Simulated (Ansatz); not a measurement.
Geometry optimisation, DFT PBE-D3(BJ), scalar-relativistic, plane waves, PAW in Ansatz.

Input:

```yaml
crystal:
  lattice:
    - [4.58, 0.0, 0.0]
    - [2.29, 3.966396, 0.0]
    - [0.0, 0.0, 16.382645]
  atoms:
    - { symbol: Be, position: [-0.16666668, 0.33333336, 0.0610402] }
    - { symbol: Be, position: [0.33333332, 0.33333336, 0.0610402] }
    - { symbol: Be, position: [-0.1666667, 0.83333341, 0.0610402] }
    - { symbol: Be, position: [0.3333333, 0.83333341, 0.0610402] }
    - { symbol: Be, position: [0.0, 0.0, 0.17055945] }
    - { symbol: Be, position: [0.5, 0.0, 0.17055945] }
    - { symbol: Be, position: [-2.0e-08, 0.50000004, 0.17055945] }
    - { symbol: Be, position: [0.49999998, 0.50000004, 0.17055945] }
    - { symbol: Be, position: [-0.16666668, 0.33333336, 0.28007871] }
    - { symbol: Be, position: [0.33333332, 0.33333336, 0.28007871] }
    - { symbol: Be, position: [-0.1666667, 0.83333341, 0.28007871] }
    - { symbol: Be, position: [0.3333333, 0.83333341, 0.28007871] }
    - { symbol: Be, position: [0.0, 0.0, 0.38959796] }
    - { symbol: Be, position: [0.5, 0.0, 0.38959796] }
    - { symbol: Be, position: [-2.0e-08, 0.50000004, 0.38959796] }
    - { symbol: Be, position: [0.49999998, 0.50000004, 0.38959796] }
    - { symbol: Cl, position: [0.83333332, 0.33333336, 0.48421027] }
basis:
  ecutwfc: 420.0
kpoints:
  mp_grid: { grid: [5, 5, 1] }
hamiltonian:
  xc: pbe
  dispersion: d3bj
scf:
  occupations: { method: gaussian, width: 0.05 }
  lower_state_search: "off"
relax:
  f_tol: 0.03
  max_steps: 60
  adjacent_minimum: "off"
  constraints: [{ sites: [0, 1, 2, 3] }]
```

Launched with:

```bash
$ ansatz run input.yaml --threads 1 --pin off --max-ram 3072MiB --backend cpu --events-out ev --progress --plain --runs-dir out
```

Question: Where does it end, and by what steps?

Answer: It converged. Limits of this set-up: thin slab, slab without dipole correction, odd electron count without spin, open-shell adsorbate without spin. After 4 steps the energy has fallen by 0.337 eV; Cl17 moved furthest, 0.18 Å.

```
step  energy less start (eV)  largest force component (eV/Å)  accepted
   0                  0.0000                           1.560       yes
   1                 -0.2674                           0.820       yes
   2                 -0.3334                           0.175       yes
   3                 -0.3364                           0.068       yes
   4                 -0.3370                           0.016       yes
```

```xyz
17
Lattice="4.5800 0.0000 0.0000 2.2900 3.9664 0.0000 0.0000 0.0000 16.3826" Properties=species:S:1:pos:R:3
Be 0.000 1.322 1.000
Be 2.290 1.322 1.000
Be 1.145 3.305 1.000
Be 3.435 3.305 1.000
Be 0.000 0.023 2.837
Be 2.290 0.000 2.791
Be 1.125 1.972 2.837
Be 3.455 1.972 2.837
Be 0.000 1.322 4.661
Be 2.290 1.312 4.600
Be 1.136 3.310 4.600
Be 3.444 3.310 4.600
Be 0.000 -0.073 6.478
Be 2.290 0.000 6.231
Be 1.208 2.020 6.478
Be 3.372 2.020 6.478
Cl 4.580 1.322 8.108
```

Time of the run: 16 s on 1 thread of Arm Neoverse V2 (shared host), peak memory 0.42 GiB.
